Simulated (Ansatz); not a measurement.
`[F][Sn][Br]`, relaxed with RKS PBE0-D4/def2-TZVP in Ansatz 0.2.0 from a PBE-D4/def2-SVP geometry. The force threshold is 0.005 eV/Å; the program also tests the step.

Charge 0, multiplicity 1. Sn: def2 effective core potential.

Start:

```xyz
3

F    -0.741    0.262    1.487
Sn    0.900    0.002    0.415
Br   -0.158   -0.264   -1.903
```

(1) How much energy does the relaxation release, and in how many steps? (Best estimate.)

(2) Which bonds change most? (An estimate is asked.)

(3) Give the relaxed structure. (An estimate is asked.)

Results:

(1) Ansatz gave: 0.71 kcal/mol, in 3 steps.

(2) Computed: Sn2–Br3 from 2.561 to 2.515 Å; F1–Sn2 from 1.978 to 1.936 Å.

(3) Ansatz gave: 
```xyz
3

F    -0.731    0.253    1.431
Sn    0.899    0.002    0.416
Br   -0.168   -0.255   -1.847
```
